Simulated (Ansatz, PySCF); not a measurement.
Stretching the Be1–I3 bond in BeBrI (SMILES [Br][Be][I]) (multiplicity 1 held, fragments rigid). Energies count from the point at 2.165 Å.
Geometry at that point (charge 0, multiplicity 1):
```json
[
 {"atom": "Be", "x (Å)": "0.0000", "y (Å)": "0.0000", "z (Å)": "-0.5033"},
 {"atom": "Br", "x (Å)": "0.0000", "y (Å)": "0.0000", "z (Å)": "-2.4592"},
 {"atom": "I", "x (Å)": "0.0000", "y (Å)": "0.0000", "z (Å)": "1.6620"}
]
```

Restricted levels (R-, RO-) in cc, def2 and unpolarised 6-31G sets keep to the state of the molecule at rest. Unrestricted levels (U-) break spin symmetry where that is lower. Active spaces are followed from a long bond inwards. Levels need not reach the same state.

Correlated levels freeze the cores. Filled d and f shells under p-block atoms count as core. Rows in 3-21G carry no dispersion term and start afresh at each structure; the Pople sets are all-electron and without relativity.

Codes used: Ansatz (Gaussian orbitals); PySCF for 3-21G rows.  In def2 rows elements past Kr take small-core potentials, without spin–orbit coupling.

**Question.** One of these levels gives 3.547 eV for the energy at R = 6.929 Å. Name it.
A) U-CCSD/def2-TZVPPD
B) R-HF/3-21G
C) CASSCF(6,4)/def2-TZVPPD
D) R-PBE/def2-TZVPPD

**Answer.** C, CASSCF(6,4)/def2-TZVPPD. The others give 6.517 (R-HF/3-21G), 4.721 (R-PBE/def2-TZVPPD), 3.988 (U-CCSD/def2-TZVPPD)

Doubts at one or more of the structures used: a restricted determinant that unrestricted orbitals would lower (R-HF/3-21G, R-PBE/def2-TZVPPD); a spin-contaminated determinant (U-CCSD/def2-TZVPPD); active orbitals that take no part (CASSCF(6,4)/def2-TZVPPD).

Ansatz is a program for electronic structure.
